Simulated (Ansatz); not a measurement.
**Match the barriers**

Saddle point of Si$_{4}$H$_{11}$ClF$_{2}$, closed shell (Si₄H₉F ([F][Si]([SiH3])([SiH3])[SiH3]) + HCl + HF → Si₃H₆F₂ ([F][Si]([F])([SiH3])[SiH3]) + SiH₄ + HCl; bonds formed: Si1–F9, Si2–H8; bonds broken: Si1–Si2, H8–F9), PBE0-D4/def2-TZVP structure:

Si1  (-0.056, 0.103, -0.659)
Si2  (-0.198, 0.308, 1.922)
Si3  (1.588, -1.317, -1.541)
Si4  (-2.052, -1.166, -0.418)
F5  (-0.592, 1.326, -1.539)
H6  (1.071, 3.114, 0.228)
Cl7  (0.434, 3.954, 0.977)
H8  (0.879, 0.852, 0.642)
F9  (1.580, 1.356, -0.275)
H10  (-1.471, 1.052, 2.032)
H11  (-0.389, -1.154, 2.096)
H12  (0.804, 0.808, 2.901)
H13  (0.946, -2.488, -2.194)
H14  (2.430, -1.796, -0.415)
H15  (2.411, -0.569, -2.522)
H16  (-2.627, -1.274, -1.788)
H17  (-1.691, -2.528, 0.059)
H18  (-3.068, -0.581, 0.495)
(Å)

Ansatz 0.2.0; basis: def2-TZVPP, with def2-QZVPP for the basis limit; cores frozen in the correlated methods. B3LYP uses VWN-RPA correlation. Extrapolation: Hartree–Fock as exp(−7.88 √X), correlation as X^−2.97. Four methods, as single points on the PBE0-D4 structures, gave these electronic barriers from the start structure: 1.168, 1.751, 2.021, 2.623 eV.

**Question.** The methods were, in alphabetical order, B3LYP-D4, BHLYP-D4, HF, SPW92. Which gave which? (A judgement: the text doesn't fix the answer.)

**Answer.** Computed: SPW92 1.168; B3LYP-D4 1.751; BHLYP-D4 2.021; HF 2.623 eV. For comparison, CCSD(T) at an estimated basis limit (MP2 extrapolated from triple and quadruple zeta, plus CCSD(T) − MP2 in triple zeta) gives 1.837 eV.

No T1 diagnostic of these runs exceeds 0.015.

Labels in which every atom is bracketed show which atoms are joined, not bond orders.

For scale, one of the runs: CCSD(T)/def2-TZVPP, 426 basis functions, launched by `ansatz run in.yaml --threads 4 --pin off --events-out ev --progress --plain --max-ram 66560MiB --backend cuda --devices 0, --max-vram 37GiB`. Time: 96 s of wall clock on 4 CPU threads of an AMD EPYC 7R13 and a share of one NVIDIA H100; the host was shared. Peak host memory: 1.7 GiB.
